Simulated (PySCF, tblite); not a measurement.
Species: CH7F2NSi2.
Z-matrix (Å and degrees, GFN2-xTB geometry), rows numbered from 1:
```
C 
Si  1  1.8980
Si  2  2.2836  1  110.46
N   3  1.7088  2  115.32  1   -63.07
F   3  1.6164  2  110.88  1   167.84
F   3  1.6066  2  115.73  1    57.24
H   1  1.0868  2  111.36  3    61.24
H   1  1.0869  2  111.40  3   -58.76
H   1  1.0859  2  111.21  3  -178.84
H   2  1.4743  1  108.66  3  -121.09
H   2  1.4715  1  108.80  3   123.46
H   4  1.0041  3  121.51  2   -48.50
H   4  1.0077  3  120.40  2   163.40
```

The calculation used wB97X-D/def2-SVPD in PySCF (dipole) on a GFN2-xTB geometry, gas phase.

Masses are those of the commonest isotopes; rigid-rotor values at the optimised geometry. The values belong to one conformer with, in the numbering `[CH3:1][SiH2:2][Si:3]([NH2:4])([F:5])[F:6]`, C1–Si2–Si3–N4 -63°, Si2–Si3–N4–H -48° and 163°.

(1) Give the principal moments of inertia and the rotational constants in GHz.

(2) What kind of rotor is it?

(3) What does the inertial defect say?

(4) Give the coordinates in the principal-axis frame, origin at the centre of mass.

(5) Predict some low-J microwave lines.

(6) Estimate the classical rotational partition function at 25 K, 100 K and 500 K.

Answers

(1) Ia = 157.45, Ib = 361.04, Ic = 385.97 u·Å²; 505379 MHz·u·Å²/I gives 3210, 1400 and 1309 MHz, that is A = 3.2097, B = 1.3998, C = 1.3094 GHz.

(2) A near-prolate asymmetric top: κ = (2 × 1400 − 3210 − 1309)/(3210 − 1309) = -0.90.

(3) Not planar: Δ = Ic − Ia − Ib = -132.53 u·Å². For a rigid frame Δ = −2 Σ m c², so Σ m c² = 66.26 u·Å² lies off the ab plane: 10.70 from hydrogen and 55.56 from heavier atoms. The atom farthest from that plane is 2.19 Å away.

(4) The sense of each axis is arbitrary; atoms in the order of the calculation.
```json
{"atom": "C1", "mass (u)": "12.000", "a (Å)": "-2.712", "b (Å)": "0.750", "c (Å)": "0.229"}
{"atom": "Si2", "mass (u)": "27.977", "a (Å)": "-1.530", "b (Å)": "-0.684", "c (Å)": "-0.157"}
{"atom": "Si3", "mass (u)": "27.977", "a (Å)": "0.639", "b (Å)": "0.023", "c (Å)": "-0.068"}
{"atom": "N4", "mass (u)": "14.003", "a (Å)": "1.067", "b (Å)": "1.214", "c (Å)": "-1.216"}
{"atom": "F5", "mass (u)": "18.998", "a (Å)": "1.656", "b (Å)": "-1.234", "c (Å)": "-0.078"}
{"atom": "F6", "mass (u)": "18.998", "a (Å)": "1.102", "b (Å)": "0.679", "c (Å)": "1.324"}
{"atom": "H7", "mass (u)": "1.008", "a (Å)": "-2.610", "b (Å)": "1.553", "c (Å)": "-0.496"}
{"atom": "H8", "mass (u)": "1.008", "a (Å)": "-2.518", "b (Å)": "1.170", "c (Å)": "1.212"}
{"atom": "H9", "mass (u)": "1.008", "a (Å)": "-3.747", "b (Å)": "0.422", "c (Å)": "0.210"}
{"atom": "H10", "mass (u)": "1.008", "a (Å)": "-1.843", "b (Å)": "-1.205", "c (Å)": "-1.500"}
{"atom": "H11", "mass (u)": "1.008", "a (Å)": "-1.794", "b (Å)": "-1.783", "c (Å)": "0.786"}
{"atom": "H12", "mass (u)": "1.008", "a (Å)": "0.836", "b (Å)": "1.113", "c (Å)": "-2.188"}
{"atom": "H13", "mass (u)": "1.008", "a (Å)": "1.907", "b (Å)": "1.758", "c (Å)": "-1.097"}
```

(5) The dipole components are |μa| = 1.77 D, |μb| = 1.28 D, |μc| = 2.12 D. The squared components, which scale the intensities, stand as 0.70 : 0.36 : 1.00 (a : b : c). Some lines, for components of 0.1 D or more:

```json
{"type": "c", "branch": "Q", "J(Ka,Kc)": "3(1,3) ← 3(0,3)", "MHz": "1598", "lower level (cm⁻¹)": "0.542"}
{"type": "b", "branch": "Q", "J(Ka,Kc)": "4(1,3) ← 4(0,4)", "MHz": "2347", "lower level (cm⁻¹)": "0.902"}
{"type": "c", "branch": "Q", "J(Ka,Kc)": "4(2,3) ← 4(1,3)", "MHz": "5120", "lower level (cm⁻¹)": "0.980"}
{"type": "c", "branch": "Q", "J(Ka,Kc)": "2(2,1) ← 2(1,1)", "MHz": "5430", "lower level (cm⁻¹)": "0.338"}
{"type": "b", "branch": "Q", "J(Ka,Kc)": "4(2,3) ← 4(1,4)", "MHz": "6023", "lower level (cm⁻¹)": "0.950"}
{"type": "b", "branch": "Q", "J(Ka,Kc)": "5(2,4) ← 5(1,5)", "MHz": "6255", "lower level (cm⁻¹)": "1.394"}
{"type": "a", "branch": "R", "J(Ka,Kc)": "3(2,2) ← 2(2,1)", "MHz": "8128", "lower level (cm⁻¹)": "0.519"}
{"type": "c", "branch": "Q", "J(Ka,Kc)": "5(3,3) ← 5(2,3)", "MHz": "9190", "lower level (cm⁻¹)": "1.607"}
{"type": "b", "branch": "R", "J(Ka,Kc)": "4(0,4) ← 3(1,3)", "MHz": "9206", "lower level (cm⁻¹)": "0.595"}
{"type": "a", "branch": "R", "J(Ka,Kc)": "4(0,4) ← 3(0,3)", "MHz": "10804", "lower level (cm⁻¹)": "0.542"}
{"type": "a", "branch": "R", "J(Ka,Kc)": "4(3,1) ← 3(3,0)", "MHz": "10844", "lower level (cm⁻¹)": "1.099"}
{"type": "a", "branch": "R", "J(Ka,Kc)": "4(2,2) ← 3(2,1)", "MHz": "10867", "lower level (cm⁻¹)": "0.790"}
{"type": "b", "branch": "Q", "J(Ka,Kc)": "5(4,1) ← 5(3,2)", "MHz": "12974", "lower level (cm⁻¹)": "1.913"}
{"type": "c", "branch": "Q", "J(Ka,Kc)": "4(4,1) ← 4(3,1)", "MHz": "12979", "lower level (cm⁻¹)": "1.461"}
{"type": "a", "branch": "R", "J(Ka,Kc)": "5(0,5) ← 4(0,4)", "MHz": "13481", "lower level (cm⁻¹)": "0.902"}
{"type": "c", "branch": "R", "J(Ka,Kc)": "5(4,2) ← 4(3,2)", "MHz": "26533", "lower level (cm⁻¹)": "1.461"}
{"type": "b", "branch": "R", "J(Ka,Kc)": "5(4,1) ← 4(3,2)", "MHz": "26533", "lower level (cm⁻¹)": "1.461"}
```

(6) Point group C1, symmetry number σ = 1; q = (√π/σ)·√((kT/h)³/(ABC)), k/h = 20836.6 MHz/K: 8690 at 25 K, 69500 at 100 K, 777000 at 500 K.

Its GFN2-xTB frequencies are all real (lowest 18 cm⁻¹). These are rigid-rotor constants of the computed structure; measured ground-state constants (B0) also hold zero-point vibration. A rigid rotor knows nothing of inversion at nitrogen or internal rotation, which can split or shift real lines. Quadrupole hyperfine structure (14N) is left out.

The run took 37 s of wall time (grids of density and orbitals included) on Arm Neoverse V2, one thread (shared host), and the process peaked at 0.79 GiB of memory. This is the wB97X-D/def2-SVPD job that gave the dipole, with the excitations it also computed.
